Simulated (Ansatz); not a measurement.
`[F][GeH2][SiH2]Cl` + H₂O → `[OH][GeH2][F]` + `[SiH3]Cl` at 400 K and 1 bar (formal hydrolysis of a Ge–Si bond).

Isolated molecules relaxed with PBE0-D4/def2-TZVP in Ansatz; ΔE leaves out vibrations. CCSD(T)/CBS is the MP2 limit (def2-TZVPP, def2-QZVPP) plus CCSD(T) − MP2 in def2-TZVPP, frozen cores. This one scheme is used for every species. For Ge outer-core shells are correlated without core-valence functions, which leaves a few kJ/mol of doubt a bond. Scalar relativity is left out up to krypton. One conformer a species, not always the lowest.

```
            species  CCSD(T)/CBS energy (Eh)  H − E (kJ/mol)  S (J/(mol·K))
`[F][GeH2][SiH2]Cl`              -2927.24228           128.8          392.7
                H₂O                -76.37941            69.8          198.6
    `[OH][GeH2][F]`              -2252.93819           106.2          313.8
         `[SiH3]Cl`               -750.69636            85.8          267.3
```

H − E and S are ideal-gas, rigid-rotor, harmonic terms from PBE0-D4/def2-TZVP, for one conformer and one mirror image of each species. 1 Eh = 2625.50 kJ/mol, R = 8.31446 J/(mol·K).

Question: By hand: ΔE, ΔH, ΔS and ΔG.

Answer: ΔE = (-2252.93819) + (-750.69636) − (-2927.24228) − (-76.37941) = -0.01286 Eh = -33.8 kJ/mol. Δ(H − E) = 106.2 + 85.8 − 128.8 − 69.8 = -6.6, so ΔH = -40.4 kJ/mol. ΔS = 313.8 + 267.3 − 392.7 − 198.6 = -10.2 J/(mol·K). ΔG = -40.4 − 400 × (-10.2)/1000 = -36.3 kJ/mol.

Question: By hand: the equilibrium constant, and the temperature at which ΔG would vanish if ΔH and ΔS stayed fixed.

Answer: log₁₀ K = −ΔG/(RT ln 10) = 4.7. ΔG = 0 at ΔH/ΔS = 3961 K, far beyond where these terms or the molecules hold.

The number of gas molecules stays the same, so ΔS is small and ΔH decides. A doubt of 5 kJ/mol in ΔE shifts log₁₀ K by 0.7 here. Other conformers and mirror images would add mixing entropy, several J/(mol·K) or more a flexible species. Modes under 60 cm⁻¹, often nearly free rotors, make the harmonic entropy too high. These are equilibria of isolated gas molecules and say nothing of rates. Largest T1 diagnostic: 0.012 (customary marks: 0.02 for closed shells, 0.045 for open ones).
